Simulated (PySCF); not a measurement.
A structure optimised at PBE-D3(BJ)/def2-SVP, used in a PySCF frequency run:

```xyz
11

Al     0.6482     0.5883     0.0000
Br    -0.3746    -1.4519     0.0000
C      2.5817     0.7865     0.0000
H      2.8735     1.8555     0.0000
H      3.0273     0.2992     0.8917
H      3.0273     0.2992    -0.8917
O     -0.3596     1.9685     0.0000
C     -1.7415     2.2212     0.0000
H     -2.0269     2.8159     0.8967
H     -2.3533     1.2896     0.0000
H     -2.0269     2.8159    -0.8967
```
Charge 0, spin multiplicity 1.

**Question.** Write its SMILES, formula and point group.

**Answer.** C[O][Al]([CH3])[Br], C₂H₆AlBrO, Cs

**Question.** What are its rotational constants (standard atomic weights)?

**Answer.** 2.7502, 1.5382, 0.99903 GHz
